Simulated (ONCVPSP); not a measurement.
**Pseudopotential generation for Cd: ONCV, PBE, scalar-relativistic.**

* Element: cadmium (Cd)
* Generator: ONCVPSP 4.0.1
* Type: optimised norm-conserving Vanderbilt (ONCV)
* Functional: PBE
* Relativity: scalar-relativistic
* Frozen core: [Ar] 3d10
* Valence charge: 20
* Reference configuration: 4s2 4p6 4d10 5s2
* Partial waves: 4s+5s: rc 1.65 bohr, ncon 3, nbas 8, qcut 8.6 1/bohr, 2 projectors; 4p: rc 1.05 bohr, ncon 3, nbas 6, qcut 7.6 1/bohr, 3 projectors, debl 2.8 Ha; 4d: rc 1.50 bohr, ncon 4, nbas 9, qcut 11.6 1/bohr, 2 projectors, debl 2 Ha
* Local potential: polynomial inside 0.95 bohr (lpopt 4, dvloc0 3 Ha)
* Core correction: Teter function fitted to the true core (icmod 2), fcfact 0.45

Question: Does the generator finish with these settings?

Answer: Yes, a potential is produced and its reference levels are reproduced.

Question: Estimate the cutoffs (Ha) at which the residual kinetic energy of the hardest occupied pseudo-wave falls to 1 and 0.1 mHa per electron.

Answer: 87 Ha and 148 Ha.

Question: Does the potential have ghost states?

Answer: No bound ghost flagged; no localised positive-energy state flagged.

Question: Which valence shell sets the plane-wave cutoff?

Answer: 4p: 87 Ha for 1 mHa per electron, against 38 Ha for 4d.

Question: Tests: 4s2 4p6 4d10 5s1; 4s2 4p6 4d10 5s0; 4s2 4p6 4d9 5s0; 4s2 4p6 4d10 5s0 5p1. Which has the largest error in its energy relative to the reference configuration, and how large is it?

Answer: 4s2 4p6 4d9 5s0, with -13 meV (all-electron minus pseudo) on +64.41 eV.
